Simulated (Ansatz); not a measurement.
Start from `ClC[SiH2]Br` and change one atom or group to get `CC[SiH2]Br`.

Ansatz, PBE0-D4/def2-TZVP geometries, multiplicity 1. Each molecule was computed in one conformer, which needn't be the lowest.

Scalar relativity is left out up to krypton.

| property | `ClC[SiH2]Br` |
| --- | --- |
| HOMO energy (B3LYP/def2-TZVPP) / eV | -7.98 |
| LUMO energy (B3LYP/def2-TZVPP) / eV | -0.51 |
| HOMO–LUMO gap (PBE0/def2-TZVPP) / eV | 7.94 |
| LUMO energy (ωB97M-V/def2-TZVPP) / eV | 1.55 |
| HOMO energy (PBE0/def2-TZVPP) / eV | -8.22 |
| HOMO–LUMO gap (PBE/def2-TZVPP) / eV | 5.68 |

Problem. Give the same properties after the change, and the shifts. (Estimate.)

Solution. Ansatz gave: 
```
                             property  `CC[SiH2]Br`  shift
  HOMO energy (B3LYP/def2-TZVPP) / eV         -7.90   0.08
  LUMO energy (B3LYP/def2-TZVPP) / eV         -0.17   0.34
 HOMO–LUMO gap (PBE0/def2-TZVPP) / eV          8.19   0.25
LUMO energy (ωB97M-V/def2-TZVPP) / eV          1.81   0.26
   HOMO energy (PBE0/def2-TZVPP) / eV         -8.14   0.08
  HOMO–LUMO gap (PBE/def2-TZVPP) / eV          6.05   0.37
```

With PBE0 the HOMO rises by 0.08 eV and the LUMO rises by 0.34 eV, so the gap widens by about 0.26 eV. PBE moves the HOMO by 0.02 eV and ωB97M-V by 0.11 eV.

B3LYP here is the variant with VWN-RPA as its local correlation; programs differ in this.

Spin–orbit coupling is left out; it splits and shifts lone-pair levels of the heavy atoms by tenths of an eV.
